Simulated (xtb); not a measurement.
xtb input:

```bash
xtb mol.xyz --gfn 1 --opt tight --chrg 0 --uhf 0
```
mol.xyz:
```
21

C     -1.31753073    -0.32771915     1.26374725
C     -0.71150270    -0.33924838    -0.14471000
C     -1.03861339     0.97669029    -0.85773641
C     -1.30574657    -1.50877475    -0.93769083
C      0.82475514    -0.53925964    -0.07753301
C      1.57711432     0.49650175     0.69767062
C      2.45644224     1.34435226     0.17897676
H     -1.06076117    -1.23848432     1.81041309
H     -0.96846053     0.52651881     1.84553415
H     -2.40660361    -0.26631635     1.21015942
H     -2.11943577     1.11597146    -0.93090316
H     -0.62075403     1.83110797    -0.32411697
H     -0.62963412     0.98410330    -1.87091331
H     -2.38948788    -1.40690296    -1.02739392
H     -1.09751038    -2.46259472    -0.44723040
H     -0.88830482    -1.55129795    -1.94633611
H      1.01272140    -1.52265989     0.36879521
H      1.21395547    -0.57662264    -1.09902698
H      1.37835108     0.54158503     1.76463200
H      2.97460036     2.07272475     0.78971196
H      2.69181408     1.33761323    -0.87967152
```

Problem. What final total energy does it print?

Solution. -22.34455 Eh (GFN1-xTB).
